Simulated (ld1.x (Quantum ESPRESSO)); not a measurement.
# Configuration tests for palladium (TM)

```json
{
  "Element": "palladium (Pd)",
  "Generator": "ld1.x (Quantum ESPRESSO) 7.5",
  "Type": "norm-conserving Troullier–Martins (Kleinman–Bylander form)",
  "Functional": "PBEsol",
  "Relativity": "scalar-relativistic",
  "Frozen core": "[Ar] 3d10",
  "Valence charge": "18",
  "Reference configuration": "4s2 4p6 4d9 5s0 5p0 (charge +1)",
  "Partial waves": "4s (bound): rc 1.15 bohr; 4p (bound): rc 1.40 bohr; 4d (bound): rc 1.20 bohr",
  "Local potential": "the d channel",
  "Core correction": "Bessel-smoothed model core inside 0.70 bohr"
}
```

Energies are relative to the spin-unpolarised reference configuration 4s2 4p6 4d9 5s0 5p0; without spin polarisation the order of configurations can differ from experiment.

| valence configuration | charge | ΔE all-electron (eV) | error AE − PS (meV) |
| --- | --- | --- | --- |
| 4s2 4p6 4d10 5s0 5p0 | 0 | -9.120 | +0.1 |
| 4s2 4p6 4d8 5s0 5p0 | +2 | 20.818 | 0.0 |
| 4s2 4p6 4d9 5s1 5p0 | 0 | -7.609 | +70 |
| 4s2 4p6 4d6 5s0 5p0 | +4 | 104.490 | +20 |
| 4s2 4p6 4d9.5 5s0 5p0 | +0.5 | -5.884 | +0.2 |

(1) What are ΔE and the potential's error for 4s2 4p6 4d9 5s0 5p1?

(2) What are ΔE and the potential's error for 4s2 4p6 4d7 5s0 5p0?

Levels in the configuration 4s2 4p6 4d9.5 5s0 5p0:

| level | all-electron (eV) | pseudo (eV) |
| --- | --- | --- |
| 4s | -90.555 | -90.559 |
| 4p | -56.418 | -56.421 |
| 4d | -9.014 | -9.014 |

## Answers

(1) ΔE = -3.809 eV all-electron; the error (AE − PS) is +17 meV.

(2) ΔE = 55.166 eV all-electron; the error (AE − PS) is +3.8 meV.
